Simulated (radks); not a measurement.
The numbers below are computed, except where a source is named.
Excited configurations of the vanadium ion V3+: one electron is placed in a higher orbital outside [Ar] 3d1. The ground configuration is [Ar] 3d2. Level of theory: non-relativistic Kohn-Sham, BLYP, spin-polarised, spherical densities, point nucleus; open shells are filled with parallel spins first (a radial shooting solver on a logarithmic mesh with Libxc functionals). Excitation = E - E(ground); binding = E(ion) - E, where the ion is the core of charge +4; n* = 4/sqrt(2 binding) in atomic units, and the quantum defect is n - n*.

outer orbital  excitation (eV)  binding (eV)  quantum defect  <r> (bohr)
4s                      11.624        35.185           1.513       2.422
4d                      26.669        20.140           0.712       3.398
4f                      32.645        14.164           0.080       4.185
5s                      28.682        18.127           1.535       4.636
5d                      34.595        12.214           0.778       6.133
5f                      37.312         9.497           0.212       7.206
6s                      35.677        11.131           1.578       7.513
6d                      38.608         8.201           0.848       9.522
6f                      40.063         6.746           0.319       10.91
7p                      39.868         6.941           1.400       11.87
7d                      40.906         5.903           0.927       13.56
7f                      41.776         5.033           0.423       15.26

The Delta-SCF ionisation energy is 46.809 eV (NIST Atomic Spectra Database: 46.709 eV, measured). Self-interaction in the functional shifts the binding energies and quantum defects, so they are the method's values and not measured ones. Open shells are spherical and high-spin; term and fine-structure splittings are not resolved.
